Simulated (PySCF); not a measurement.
## Iodine: a sound run and one with changed settings

Sound run: I⁺ [Kr] 4d10 5s2 5p4, I²⁺ [Kr] 4d10 5s2 5p3. All numbers are calculated (PySCF 2.14, the spin-free X2C one-electron Hamiltonian (Gaussian nucleus), in x2c-SVPall (6s5p3d, 36 functions)). In the sound run the correlated levels freeze [Kr] 4d10. The sound run starts from symmetry-adapted Hartree-Fock orbitals and uses a fine grid where one is needed.

A second run was set up differently.

```csv
species,method,sound run (hartree),changed run (hartree),converged
I⁺,MP2,-7111.59973,-7111.57114,yes
I⁺,CCSD(T),-7111.61347,-7111.57850,yes
I²⁺,MP2,-7110.93421,-7110.90113,yes
I²⁺,CCSD(T),-7110.94664,-7110.90480,yes
```

Ionisation energy of I⁺:

```json
{"method": "UHF", "sound run (eV)": "17.735", "changed run (eV)": "17.735"}
{"method": "MP2", "sound run (eV)": "18.110", "changed run (eV)": "18.232"}
{"method": "SCS-MP2", "sound run (eV)": "18.115", "changed run (eV)": "18.316"}
{"method": "CCSD", "sound run (eV)": "18.139", "changed run (eV)": "18.331"}
{"method": "CCSD(T)", "sound run (eV)": "18.145", "changed run (eV)": "18.332"}
```

(1) What was changed?
A. a valence shell is frozen
B. all electrons correlated in a valence basis
C. level shift left on
D. basis contracted for another Hamiltonian

## Answers

(1) A. Freezing a valence shell removes pair correlation that changes on ionisation.
